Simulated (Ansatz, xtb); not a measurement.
# Relaxing a trial structure of ClHInOSe

The starting geometry of this gas-phase doublet was built from a drawn formula by distance geometry and a force field; its bonds are those of `Cl[SeH][O][In]`.

```yaml
atoms:
  - { symbol: Cl, position_ang: [1.2607, -0.7019, 2.6126] }
  - { symbol: In, position_ang: [0.0454, -1.6906, -0.3701] }
  - { symbol: O, position_ang: [0.1766, 0.3693, 0.1361] }
  - { symbol: Se, position_ang: [-0.0591, 0.9425, 1.8224] }
  - { symbol: H, position_ang: [-1.3373, 0.0629, 1.9591] }
```

**Question.** Where would you expect an optimisation with r2SCAN-D4/def2-SVP to take it?

**Answer.** It rearranges, giving a structure given below by its coordinates. Distances that change by over a tenth: In2–O3 (2.13 → 2.42 Å). Contacts that open: Cl1–Se4 (2.25 → 3.42 Å). Contacts that close: Cl1–In2 (3.37 → 2.56 Å).

The energy falls by 1.80 eV over 21 steps:

| step | E − E(last) (eV) |
| --- | --- |
| 1 | 1.796 |
| 3 | 0.587 |
| 5 | 0.270 |
| 8 | 0.152 |
| 10 | 0.136 |
| 12 | 0.119 |
| 14 | 0.050 |
| 17 | 0.011 |
| 19 | 0.001 |
| 21 | 0.000 |

Final geometry (Å):

```xyz
5

Cl    0.6490   -1.5166    2.5103
In    0.9838   -1.5618   -0.0229
O    -0.2669    0.5051   -0.0250
Se   -0.8926    1.2995    1.3417
H    -0.3871    0.2560    2.3560
```

From the same start GFN2-xTB reaches the same bonding as this run.

No frequencies were run, so the end isn't proven a minimum. Open shells are spin-unrestricted. Atoms past krypton carry core potentials, without spin–orbit terms. Run with Ansatz 0.2.0, 2.1 min on 2 threads of Intel(R) Xeon(R) Platinum 8375C CPU @ 2.90GHz (Ice Lake) (shared host).
